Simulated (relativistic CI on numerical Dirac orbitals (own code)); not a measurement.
Co2+: L-alpha,beta X-ray emission

Computed with this model: Dirac-Coulomb-Breit CI, orbitals from a KLI potential per configuration, model QED, valence Slater integrals scaled by 0.8, multiplet model of X-ray emission after core ionisation; configurations [Ar] 3d7 → [He] 2s2 2p5 3s2 3p6 3d7 → [Ar] 3d6; 300 K; Lorentzian 0.84 eV and Gaussian 0.5 eV FWHM. Energies are those of the free ion, without screening or charge transfer. S is read from ⟨S²⟩ = S(S + 1).

Field parameters in Wybourne normalisation: Td as Oh with Dq negative (B⁴₀ = 21Dq, B⁴₄ = √(5/14) B⁴₀). The field is a parameter set, without covalency.

free ion: ground-state S = 1.50, centroid 789.36 eV. Peaks (eV, height): 779.4 (34), 782.7 (76), 791.6 (9), 795.2 (100), 798.2 (42).

Td, 10Dq = -1450 cm⁻¹: ground-state S = 1.50, centroid 788.54 eV. Peaks (eV, height): 779.5 (53), 782.5 (97), 791.7 (12), 795.1 (100), 797.5 (45).

Td, 10Dq = -4000 cm⁻¹: ground-state S = 1.50, centroid 788.28 eV. Peaks (eV, height): 779.6 (55), 782.3 (100), 790.6 (11), 794.5 (90), 796.7 (56).

Td, 10Dq = -6550 cm⁻¹: ground-state S = 1.50, centroid 788.39 eV. Peaks (eV, height): 780.2 (61), 782.3 (94), 790.0 (10), 794.4 (100), 796.3 (71).

Td, 10Dq = -9050 cm⁻¹: ground-state S = 1.50, centroid 788.32 eV. Peaks (eV, height): 780.3 (70), 782.3 (73), 789.7 (10), 794.5 (100).

Td, 10Dq = -11600 cm⁻¹: ground-state S = 1.50, centroid 788.48 eV. Peaks (eV, height): 780.2 (72), 782.2 (56), 789.6 (8), 794.5 (95), 795.5 (100).

Strongest unbroadened transitions for Td, 10Dq = -1450 cm⁻¹:

```
Energy (eV)  Relative strength
     779.21               32.9
     779.32               31.5
     779.39               30.9
     782.32               49.1
     782.34               31.3
     782.40               31.6
     783.11               30.7
     794.57               42.7
     795.14               34.1
     795.20               31.5
     795.24               60.3
     795.25               48.7
     795.26              100.0
     795.28               94.3
     797.12               32.7
     797.14               32.0
     798.56               51.8
     798.57               32.8
```
